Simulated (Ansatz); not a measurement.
Consider the redistribution: `C=C[Si](Cl)(Cl)Cl` + `F[SiH]1[CH2][AlH]1` → `C=C[Si](F)(Cl)Cl` + `Cl[SiH]1[CH2][AlH]1`.

Program: Ansatz. Geometries: PBE0-D4/def2-TZVP. ΔE: electronic, gas phase. CBS: MP2 limit from def2 TZ/QZ plus the TZ coupled-cluster correction, frozen cores. DFT in def2-TZVPP. B3LYP here is the variant with VWN-RPA as its local correlation; programs differ in this. HSE06 is defined as in plane-wave codes. One conformer a species, not always the lowest.

`C=C[Si](Cl)(Cl)Cl`:

Z-matrix (Å, degrees):
```
Si
C 1 1.836
Cl 1 2.037 2 110.3
Cl 1 2.036 2 110.9 3 120.6
Cl 1 2.037 2 110.3 3 -118.8
C 2 1.329 1 123.8 3 -120.6
H 2 1.088 1 116.7 3 59.4
H 6 1.085 2 121.8 1 0.0
H 6 1.086 2 121.6 1 180.0
```

`F[SiH]1[CH2][AlH]1`:

```xyz
8

F    -0.686    1.248   -2.051
Si   -0.322    0.989   -0.508
C     0.766   -0.455   -0.038
Al   -0.865   -0.639    1.055
H     0.226    2.265    0.025
H     0.507   -1.334   -0.664
H     1.848   -0.420    0.075
H    -1.475   -1.654    2.105
```

`C=C[Si](F)(Cl)Cl`:

Cartesian coordinates in Å:
```
C 0.770 1.134 -0.809
C 0.601 0.378 0.272
Si -0.738 -0.867 0.381
F -1.572 -0.858 -0.966
Cl -2.018 -0.461 1.906
Cl -0.001 -2.742 0.643
H 1.564 1.872 -0.872
H 0.123 1.047 -1.676
H 1.272 0.497 1.120
```

`Cl[SiH]1[CH2][AlH]1`:

```xyz
8

Cl    1.189    0.507    2.342
Si   -0.274   -0.234    1.071
C    -0.231    0.674   -0.595
Al    0.607   -1.060   -0.920
H    -1.542   -0.261    1.847
H     0.099    1.704   -0.719
H    -1.245    0.565   -1.022
H     1.395   -1.896   -2.005
```

| level | ΔE (kJ/mol) | difference from CCSD(T)/CBS |
| --- | --- | --- |
| LDA (SPW92) | -12.2 | 2.9 |
| B3LYP-D4 | -15.3 | -0.2 |
| HSE06-D4 | -15.6 | -0.5 |
| B2PLYP | -16.5 | -1.4 |
| PBE | -14.5 | 0.6 |
| BLYP | -16.4 | -1.3 |
| r2SCANh | -17.9 | -2.8 |
| HSE06 | -17.0 | -1.9 |
| BHLYP | -20.1 | -5.0 |
| LC-ωPBE | -16.8 | -1.7 |
| MP2/def2-SVP | -15.7 | -0.6 |
| CCSD/def2-SVP | -18.3 | -3.2 |
| HF/def2-TZVPP | -25.1 | -10.0 |
| CCSD/def2-TZVPP | -18.3 | -3.2 |
| CCSD(T)/def2-TZVPP | -16.7 | -1.6 |
| HF/CBS(def2) | -25.4 | -10.3 |
| CCSD(T)/CBS | -15.1 | 0 |

Largest T1 diagnostic among the species: 0.013.

From BLYP to BHLYP (50 % exact exchange), in def2-TZVPP and without D4, ΔE moves by −3.7 kJ/mol. Leaving LDA and LC-ωPBE aside and taking each functional with its dispersion term where it has one, the values, not all of them listed here, spread over 5.1 kJ/mol, from r2SCAN0-D4 to revPBE-D4.
